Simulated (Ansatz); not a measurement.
`C[SiH2][SiH2]F` and `C[SiH2][SiH2][AlH2]` differ in one atom or group.

Ansatz, PBE0-D4/def2-TZVP geometries, multiplicity 1. Each molecule was computed in one conformer, which needn't be the lowest.

| property | `C[SiH2][SiH2]F` |
| --- | --- |
| size of the dipole moment (PBE/def2-TZVPP) / D | 1.45 |
| LUMO energy (ωB97M-V/def2-TZVPP) / eV | 1.23 |
| LUMO energy (PBE/def2-TZVPP) / eV | -1.37 |
| HOMO–LUMO gap (PBE/def2-TZVPP) / eV | 5.49 |
| LUMO energy (PBE0/def2-TZVPP) / eV | -0.51 |
| HOMO energy (PBE0/def2-TZVPP) / eV | -8.05 |

(1) What does the change do to each property? (An estimate is asked.)

Results:

(1) The calculation gave: 
```json
{"property": "size of the dipole moment (PBE/def2-TZVPP) / D", "`C[SiH2][SiH2][AlH2]`": "0.77", "shift": "-0.68"}
{"property": "LUMO energy (ωB97M-V/def2-TZVPP) / eV", "`C[SiH2][SiH2][AlH2]`": "-0.48", "shift": "-1.71"}
{"property": "LUMO energy (PBE/def2-TZVPP) / eV", "`C[SiH2][SiH2][AlH2]`": "-2.83", "shift": "-1.46"}
{"property": "HOMO–LUMO gap (PBE/def2-TZVPP) / eV", "`C[SiH2][SiH2][AlH2]`": "3.43", "shift": "-2.06"}
{"property": "LUMO energy (PBE0/def2-TZVPP) / eV", "`C[SiH2][SiH2][AlH2]`": "-2.09", "shift": "-1.58"}
{"property": "HOMO energy (PBE0/def2-TZVPP) / eV", "`C[SiH2][SiH2][AlH2]`": "-7.27", "shift": "0.78"}
```

With PBE0 the HOMO rises by 0.78 eV and the LUMO falls by 1.58 eV, so the gap narrows by about 2.36 eV. PBE moves the HOMO by 0.60 eV and ωB97M-V by 0.90 eV. Dipoles are sizes alone; their direction can turn.
